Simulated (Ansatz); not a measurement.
A nudged elastic band was laid between two geometries of C2H4AlFO (9 atoms, charge 0, multiplicity 1).

Level of theory: RKS PBE/6-31G* in Ansatz 0.2.0.

```yaml
movable_images: 5
climbing_image: yes
spring: 5.0 eV/Å²
optimiser: quadratic models (default)
start_path: IDPP
force_threshold: 0.05 eV/Å
iteration_limit: 60
end_points: relaxed
```

Image 0:

```xyz
9
Properties=species:S:1:pos:R:3
C -1.588 -0.374 1.101
C -0.701 -0.293 0.098
O 0.520 0.305 0.237
Al 1.809 0.524 -0.888
F 3.148 1.317 -0.308
H -1.372 0.039 2.089
H -2.551 -0.863 0.936
H -0.921 -0.710 -0.897
H 1.745 0.009 -2.386
```

Image 6:

```xyz
9
Properties=species:S:1:pos:R:3
C -1.589 -0.351 1.105
C -0.735 -0.210 0.080
O 0.568 0.171 0.251
Al 1.876 0.443 -0.835
F 1.642 0.233 -2.471
H -1.279 -0.164 2.136
H -2.619 -0.658 0.915
H -1.043 -0.397 -0.960
H 3.268 0.887 -0.239
```

**Question.** Which bonds break or form, and what moves?

**Answer.** No bond is made or broken. The dihedral C2–O3–Al4–F5 goes from -180 to 0°.

**Question.** Give the energies along the band, and the barrier.

**Answer.** The forces met the threshold. The highest image is number 3 of 0 to 6, 0.068 eV above the first end and 0.113 eV above the last; the last end lies 0.046 eV below the first. A vibrational analysis at the climbing image gives one clearly imaginary mode, 96i cm⁻¹: a first-order saddle point.

```json
{"image": "0", "path coordinate (Å)": "0.00", "energy (eV)": "0.000", "dihedral C2–O3–Al4–F5 (°)": "-180"}
{"image": "1", "path coordinate (Å)": "0.83", "energy (eV)": "0.012", "dihedral C2–O3–Al4–F5 (°)": "175"}
{"image": "2", "path coordinate (Å)": "1.66", "energy (eV)": "0.032", "dihedral C2–O3–Al4–F5 (°)": "168"}
{"image": "3", "path coordinate (Å)": "2.48", "energy (eV)": "0.068", "dihedral C2–O3–Al4–F5 (°)": "107"}
{"image": "4", "path coordinate (Å)": "3.47", "energy (eV)": "0.003", "dihedral C2–O3–Al4–F5 (°)": "19"}
{"image": "5", "path coordinate (Å)": "4.46", "energy (eV)": "-0.029", "dihedral C2–O3–Al4–F5 (°)": "5"}
{"image": "6", "path coordinate (Å)": "5.45", "energy (eV)": "-0.046", "dihedral C2–O3–Al4–F5 (°)": "0"}
```

**Question.** What is the geometry of the highest image?

**Answer.** 
```xyz
9
Properties=species:S:1:pos:R:3
C -1.543 -0.318 1.169
C -0.904 0.013 0.036
O 0.445 0.040 -0.090
Al 1.905 0.201 -0.945
F 2.793 1.589 -0.721
H -1.000 -0.590 2.078
H -2.634 -0.317 1.192
H -1.453 0.290 -0.876
H 2.479 -0.954 -1.860
```

**Question.** What are the harmonic wavenumbers there?

**Answer.** 96i, 17, 59, 231, 430, 459, 630, 676, 697, 794, 868, 936, 1023, 1258, 1336, 1403, 1675, 1967, 3068, 3122, 3213 cm⁻¹.

The band took 17 iterations and roughly 2.7 core-minutes.

Time of the run: 2.7 min on 1 thread of Intel(R) Xeon(R) Platinum 8488C (Sapphire Rapids), on a shared host, peak memory 0.14 GiB.
